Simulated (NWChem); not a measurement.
System: SrBr$_{2}$; SMILES [Br][Sr][Br]

Computed with NWChem. Medium grid unless said otherwise, to which SCAN and Minnesota functionals are sensitive. The geometry was optimised at PBE-D3(BJ)/def2-SVP. def2 effective core potentials on Sr; no spin-orbit coupling. Hybrids' shares of exact exchange are those that their runs print; pure functionals count as 0. The functionals differ in more than this share.

| row | share of exact exchange | orbital gap (eV) |
|---|---|---|
| PBE/def2-TZVP | 0.00 | 3.46 |
| MN15-L/def2-TZVP | 0.00 | 4.26 |
| B3LYP/def2-TZVP | 0.20 | 4.72 |
| PBE0/def2-TZVP | 0.25 | 5.30 |
| MN15/def2-TZVP | 0.44 | withheld |
| Hartree-Fock/def2-TZVP | 1.00 | 9.84 |

Problem. Fit a straight line of the last column on the one before it, predict the withheld value, and compare with the run.

Solution. 
1. Means of the 5 shown rows: x = 0.290, y = 5.516. Slope Σ(x − x̄)(y − ȳ)/Σ(x − x̄)² = 4.111/0.6820 = 6.028; intercept 3.768.
2. The shown rows scatter about the line by 0.284 (root mean square); the largest residual is +0.49, at MN15-L/def2-TZVP.
3. At x = 0.44 (MN15/def2-TZVP; inside the shown range) the line gives 6.42.
4. The run gives 6.80, +0.38 from the line, 1.3 times the scatter.
